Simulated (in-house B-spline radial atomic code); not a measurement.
Inner levels of argon as electrons are removed. A shift is the extra binding of the orbital against the neutral atom ([Ne] 3s2 3p6). The density at the nucleus is averaged over the nuclear charge. Computed with a B-spline radial code for spherical atoms: Dirac-Hartree-Fock, average of the configuration, finite nuclei.

```json
{"ion": "Ar", "configuration": "[Ne] 3s2 3p6", "shift of 2p3/2 (eV)": "0", "shift of 1s1/2 (eV)": "0", "shift of 2p1/2 (eV)": "0", "radius of 2p3/2 (bohr)": "0.37534", "radius of 1s1/2 (bohr)": "0.085625", "radius of 2p1/2 (bohr)": "0.37305", "Σ<r²> (bohr²)": "25.973", "change of density at nucleus (bohr⁻³)": "-"}
{"ion": "Ar+", "configuration": "[Ne] 3s2 3p5", "shift of 2p3/2 (eV)": "13.934", "shift of 1s1/2 (eV)": "14.235", "shift of 2p1/2 (eV)": "13.933", "radius of 2p3/2 (bohr)": "0.37562", "radius of 1s1/2 (bohr)": "0.085622", "radius of 2p1/2 (bohr)": "0.37333", "Σ<r²> (bohr²)": "20.12", "change of density at nucleus (bohr⁻³)": "2.2924"}
{"ion": "Ar2+", "configuration": "[Ne] 3s2 3p4", "shift of 2p3/2 (eV)": "30.015", "shift of 1s1/2 (eV)": "30.875", "shift of 2p1/2 (eV)": "30.017", "radius of 2p3/2 (bohr)": "0.37539", "radius of 1s1/2 (bohr)": "0.085618", "radius of 2p1/2 (bohr)": "0.37311", "Σ<r²> (bohr²)": "15.695", "change of density at nucleus (bohr⁻³)": "5.1556"}
{"ion": "Ar3+", "configuration": "[Ne] 3s2 3p3", "shift of 2p3/2 (eV)": "?", "shift of 1s1/2 (eV)": "?", "shift of 2p1/2 (eV)": "?", "radius of 2p3/2 (bohr)": "?", "radius of 1s1/2 (bohr)": "?", "radius of 2p1/2 (bohr)": "?", "Σ<r²> (bohr²)": "?", "change of density at nucleus (bohr⁻³)": "?"}
{"ion": "Ar4+", "configuration": "[Ne] 3s2 3p2", "shift of 2p3/2 (eV)": "67.873", "shift of 1s1/2 (eV)": "70.757", "shift of 2p1/2 (eV)": "67.885", "radius of 2p3/2 (bohr)": "0.37442", "radius of 1s1/2 (bohr)": "0.085605", "radius of 2p1/2 (bohr)": "0.37217", "Σ<r²> (bohr²)": "9.2439", "change of density at nucleus (bohr⁻³)": "12.46"}
{"ion": "Ar5+", "configuration": "[Ne] 3s2 3p1", "shift of 2p3/2 (eV)": "?", "shift of 1s1/2 (eV)": "?", "shift of 2p1/2 (eV)": "?", "radius of 2p3/2 (bohr)": "?", "radius of 1s1/2 (bohr)": "?", "radius of 2p1/2 (bohr)": "?", "Σ<r²> (bohr²)": "?", "change of density at nucleus (bohr⁻³)": "?"}
{"ion": "Ar6+", "configuration": "[Ne] 3s2", "shift of 2p3/2 (eV)": "112.63", "shift of 1s1/2 (eV)": "118.91", "shift of 2p1/2 (eV)": "112.67", "radius of 2p3/2 (bohr)": "0.37269", "radius of 1s1/2 (bohr)": "0.085583", "radius of 2p1/2 (bohr)": "0.37047", "Σ<r²> (bohr²)": "4.683", "change of density at nucleus (bohr⁻³)": "21.809"}
{"ion": "Ar7+", "configuration": "[Ne] 3s1", "shift of 2p3/2 (eV)": "137.83", "shift of 1s1/2 (eV)": "145.81", "shift of 2p1/2 (eV)": "137.88", "radius of 2p3/2 (bohr)": "0.37148", "radius of 1s1/2 (bohr)": "0.085582", "radius of 2p1/2 (bohr)": "0.36927", "Σ<r²> (bohr²)": "2.9564", "change of density at nucleus (bohr⁻³)": "0.79294"}
{"ion": "Ar8+", "configuration": "[He] 2s2 2p6", "shift of 2p3/2 (eV)": "164.35", "shift of 1s1/2 (eV)": "174.31", "shift of 2p1/2 (eV)": "164.41", "radius of 2p3/2 (bohr)": "0.37011", "radius of 1s1/2 (bohr)": "0.085579", "radius of 2p1/2 (bohr)": "0.36794", "Σ<r²> (bohr²)": "1.419", "change of density at nucleus (bohr⁻³)": "-23.737"}
```

Q: Fill in the row of Ar3+.

A: shift of 2p3/2 (eV): 48.039; shift of 1s1/2 (eV): 49.751; shift of 2p1/2 (eV): 48.044; radius of 2p3/2 (bohr): 0.375; radius of 1s1/2 (bohr): 0.085613; radius of 2p1/2 (bohr): 0.37273; Σ<r²> (bohr²): 12.16; change of density at nucleus (bohr⁻³): 8.55.

Q: Fill in the row of Ar5+.

A: shift of 2p3/2 (eV): 89.428; shift of 1s1/2 (eV): 93.827; shift of 2p1/2 (eV): 89.448; radius of 2p3/2 (bohr): 0.37366; radius of 1s1/2 (bohr): 0.085595; radius of 2p1/2 (bohr): 0.37142; Σ<r²> (bohr²): 6.786; change of density at nucleus (bohr⁻³): 16.88.
